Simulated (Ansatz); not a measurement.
Geometry optimisation, RKS PBE/def2-SVP (Ansatz).

The input (input.yaml):

```yaml
crystal:
  periodic: [false, false, false]
  atoms:
    - { symbol: In, position_ang: [0.0, 0.0, 0.0] }
    - { symbol: Cl, position_ang: [0.0, 0.0, 2.79] }
    - { symbol: Cl, position_ang: [2.113, 0.0, -1.22] }
    - { symbol: Cl, position_ang: [-2.113, 0.0, -1.22] }
    - { symbol: S, position_ang: [0.1158, -2.6261, 0.8734] }
    - { symbol: H, position_ang: [-0.6417, -3.4365, 0.0194] }
    - { symbol: H, position_ang: [0.0687, -1.5581, 2.2098] }
basis:
  gaussian: { orbitals: def2-SVP }
hamiltonian:
  xc: pbe
relax:
  f_tol: 0.15
  max_steps: 25
  restrain:
    - { distance: [0, 4], at: 3.67, k: 30.0 }
    - { distance: [6, 1], at: 2.57, k: 30.0 }
    - { distance: [0, 1], at: 2.44, k: 30.0 }
    - { distance: [6, 4], at: 1.4, k: 30.0 }
output:
  orbitals: {}
```

Launched with:

```bash
$ ansatz run input.yaml --threads 2 --pin off --max-ram 3072MiB --backend cpu --events-out ev --progress --plain --runs-dir out
```

Question: Where does it end, and by what steps?

Answer: It converged. The restraints hold the end off the free minimum; the threshold counts their pulls, which the force column leaves out. Restrained pairs: In1–S5 (2.77 → 3.66 Å), Cl2–H7 (1.66 → 2.57 Å), In1–Cl2 (2.79 → 2.42 Å), S5–H7 (1.71 → 1.39 Å). After 10 steps the energy has fallen by 1.389 eV (the restraints' own energy left out); H6 moved furthest, 0.84 Å.

| step | energy less start (eV) | largest force component (eV/Å) | accepted |
| --- | --- | --- | --- |
| 0 | 0.0000 | 1.767 | yes |
| 1 | 0.3466 | 2.198 | yes |
| 2 | 0.0814 | 2.343 | yes |
| 3 | -0.6812 | 1.372 | yes |
| 4 | -1.1735 | 1.547 | yes |
| 5 | -1.2912 | 0.827 | yes |
| 6 | -1.3444 | 0.727 | yes |
| 7 | -1.3767 | 0.702 | yes |
| 8 | -1.3841 | 0.700 | yes |
| 9 | -1.3792 | 0.786 | no |
| 10 | -1.3895 | 0.673 | yes |

```xyz
7
Properties=species:S:1:pos:R:3
In 0.110 0.226 -0.103
Cl -0.007 0.249 2.316
Cl 2.134 0.726 -1.175
Cl -1.914 0.081 -1.288
S 0.258 -3.257 0.997
H -1.077 -3.346 0.726
H 0.038 -2.300 1.980
```

Time of the run: 26 s on 2 threads of Arm Neoverse V2, on a shared host, peak memory 0.16 GiB.
